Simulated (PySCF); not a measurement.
C₃H₅O, doublet, at a GFN2-xTB geometry; TPSS/STO-3G (PySCF).

The PySCF input:
```python
from pyscf import gto, scf, dft

mol = gto.Mole()
mol.atom = '''
    C     0.86122322   -1.13535914    0.29492985
    C     0.09798036   -0.11748608    0.03266726
    C    -1.35838595   -0.21495342   -0.31297309
    O     0.52682308    1.20205721    0.03648412
    H     1.86182228   -1.37808805    0.55590500
    H    -1.68024337   -1.25095872   -0.31237308
    H    -1.93910884    0.35134192    0.41227830
    H    -1.52511972    0.22173818   -1.29553065
    H     1.46315923    1.24630078    0.26010331
'''
mol.basis = 'sto-3g'
mol.spin = 1
mol.verbose = 4
mol.build()

mf = dft.UKS(mol)
mf.xc = 'tpss'
mf.level_shift = 0.1
mf.max_cycle = 100
mf.kernel()
```

Task: Predict the main parts of the log of this PySCF run.

Result: 
```
PySCF version 2.14.0

[INPUT] verbose = 4
[INPUT] num. atoms = 9
[INPUT] num. electrons = 31
[INPUT] charge = 0
[INPUT] spin (= nelec alpha-beta = 2S) = 1
[INPUT] symmetry False subgroup None
[INPUT] Mole.unit = angstrom
[INPUT] Symbol           X                Y                Z      unit          X                Y                Z       unit  Magmom
[INPUT]  1 C      0.861223220000  -1.135359140000   0.294929850000 AA    1.627476017916  -2.145517827622   0.557336642459 Bohr   0.0
[INPUT]  2 C      0.097980360000  -0.117486080000   0.032667260000 AA    0.185156045986  -0.222016514649   0.061732174640 Bohr   0.0
[INPUT]  3 C     -1.358385950000  -0.214953420000  -0.312973090000 AA   -2.566977416957  -0.406203093339  -0.591433424459 Bohr   0.0
[INPUT]  4 O      0.526823080000   1.202057210000   0.036484120000 AA    0.995551337300   2.271558912959   0.068944994696 Bohr   0.0
[INPUT]  5 H      1.861822280000  -1.378088050000   0.555905000000 AA    3.518334201813  -2.604208990036   1.050508201276 Bohr   0.0
[INPUT]  6 H     -1.680243370000  -1.250958720000  -0.312373080000 AA   -3.175199791916  -2.363969373936  -0.590299569887 Bohr   0.0
[INPUT]  7 H     -1.939108840000   0.351341920000   0.412278300000 AA   -3.664384633323   0.663940004879   0.779093074101 Bohr   0.0
[INPUT]  8 H     -1.525119720000   0.221738180000  -1.295530650000 AA   -2.882058577973   0.419024431560  -2.448198114480 Bohr   0.0
[INPUT]  9 H      1.463159230000   1.246300780000   0.260103310000 AA    2.764970221329   2.355167143032   0.491524019993 Bohr   0.0

nuclear repulsion = 112.619943469192
number of shells = 17
number of NR pGTOs = 75
number of NR cGTOs = 25
basis = sto-3g
ecp = {}

******** <class 'pyscf.dft.uks.UKS'> ********
method = UKS
initial guess = minao
damping factor = 0
level_shift factor = 0.1
DIIS = <class 'pyscf.scf.diis.CDIIS'>
diis_start_cycle = 1
diis_space = 8
diis_damp = 0
SCF conv_tol = 1e-09
SCF conv_tol_grad = None
SCF max_cycles = 100
direct_scf = True
direct_scf_tol = 1e-13
number electrons alpha = 16  beta = 15
XC library pyscf.dft.libxc version 7.1.2
    S. Lehtola, C. Steigemann, M. J. T. Oliveira, and M. A. L. Marques,  SoftwareX 7, 1–5 (2018)
XC functionals = tpss
    J. Tao, J. P. Perdew, V. N. Staroverov, and G. E. Scuseria,  Phys. Rev. Lett. 91, 146401 (2003)
    J. P. Perdew, J. Tao, V. N. Staroverov, and G. E. Scuseria,  J. Chem. Phys. 120, 6898 (2004)
    J. Tao, J. P. Perdew, V. N. Staroverov, and G. E. Scuseria,  Phys. Rev. Lett. 91, 146401 (2003)
    J. P. Perdew, J. Tao, V. N. Staroverov, and G. E. Scuseria,  J. Chem. Phys. 120, 6898 (2004)
radial grids:
    Treutler-Ahlrichs [JCP 102, 346 (1995); DOI:10.1063/1.469408] (M4) radial grids

becke partition: Becke, JCP 88, 2547 (1988); DOI:10.1063/1.454033
pruning grids: <function nwchem_prune>
grids dens level: 3
symmetrized grids: False
atomic radii adjust function: <function treutler_atomic_radii_adjust>
small_rho_cutoff = 0
Set gradient conv threshold to 3.16228e-05
tot grids = 105480
init E= -190.447600490405

cycle= 1 E= -189.940426178682  delta_E= 0.507  |g|= 0.296  |ddm|= 2.75
cycle= 2 E= -189.910665336621  delta_E= 0.0298  |g|= 0.404  |ddm|= 0.874
cycle= 3 E= -190.000901918299  delta_E= -0.0902  |g|= 0.0743  |ddm|= 0.442
cycle= 4 E= -190.004317919259  delta_E= -0.00342  |g|= 0.0271  |ddm|= 0.116
cycle= 5 E= -190.004852974061  delta_E= -0.000535  |g|= 0.00535  |ddm|= 0.0391
cycle= 6 E= -190.00492610306  delta_E= -7.31e-05  |g|= 0.00269  |ddm|= 0.0183
cycle= 7 E= -190.004954953991  delta_E= -2.89e-05  |g|= 0.00153  |ddm|= 0.0136
cycle= 8 E= -190.004963659995  delta_E= -8.71e-06  |g|= 0.00066  |ddm|= 0.00812
cycle= 9 E= -190.004965565833  delta_E= -1.91e-06  |g|= 0.000231  |ddm|= 0.00414
cycle= 10 E= -190.004965846707  delta_E= -2.81e-07  |g|= 8.86e-05  |ddm|= 0.00169
cycle= 11 E= -190.004965880354  delta_E= -3.36e-08  |g|= 2.86e-05  |ddm|= 0.000572
cycle= 12 E= -190.004965884438  delta_E= -4.08e-09  |g|= 1.07e-05  |ddm|= 0.000206
cycle= 13 E= -190.004965884881  delta_E= -4.43e-10  |g|= 3.83e-06  |ddm|= 6.59e-05
Extra cycle  E= -190.004965884926  delta_E= -4.46e-11  |g|= 2.76e-06  |ddm|= 2.11e-05
converged SCF energy = -190.004965884926  <S^2> = 0.76449333  2S+1 = 2.0144412
```
